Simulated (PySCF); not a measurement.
Task: Give a PBE0-D3(BJ)/def2-SVP geometry of `CC(=O)C[SiH2]O`.

Result: 
```xyz
14
C3H8O2Si angstrom
C      1.9648    0.8345    0.0376
C      0.5158    0.6541    0.3901
O     -0.2115    1.6105    0.5876
C     -0.0197   -0.7486    0.4636
Si    -1.5689   -0.8968   -0.6327
O     -2.5871    0.3252   -0.1741
H      2.1732    0.3544   -0.9322
H      2.2118    1.9020   -0.0112
H      2.6001    0.3318    0.7840
H     -0.3865   -0.9164    1.4913
H      0.7399   -1.5117    0.2393
H     -2.2236   -2.2160   -0.4092
H     -1.1452   -0.8021   -2.0652
H     -2.0690    1.0683    0.1847
```

Any rigid rotation of these coordinates is as good. Atoms count from 1 in this order. H14 on O6 lies 1.98 Å from O3, 5 bonds away (angle at H 142°; Bondi radii sum to 2.72 Å): the geometry of an intramolecular hydrogen bond. Si5 (oxygen-bound silicon) is distorted tetrahedral (angles from 106.5° to 113.1°). O6 (silanol oxygen) is bent (angle 109.8°). Of the pairs four or more bonds apart, those above aside, C2···H14 is among the closest relative to their van der Waals radii: 2.63 Å, 91 % of the sum of Bondi's values.

Bonds between heavy atoms (Å): C1–C2 1.502, C2=O3 1.218, C2–C4 1.503, C4–Si5 1.904, Si5–O6 1.655.

The calculation used PySCF 2.14.0, PBE0-D3(BJ)/def2-SVP geometry optimisation, gas phase.

Point group: C1 (no symmetry element, even within 0.4 Å). No PBE0-D3(BJ)/def2-SVP frequencies stand behind this structure, so it isn't proved a minimum. The numbers are those of one conformer (C1–C2–C4–Si5 -127°, C2–C4–Si5–O6 -52°, C4–Si5–O6–H 28°).

Hardware: AMD EPYC 7R43, one thread, no GPU, shared host with 256 logical CPUs at a one-minute load of 79. Cost: 56 s, 0.51 GiB resident at most. This is the geometry optimisation.
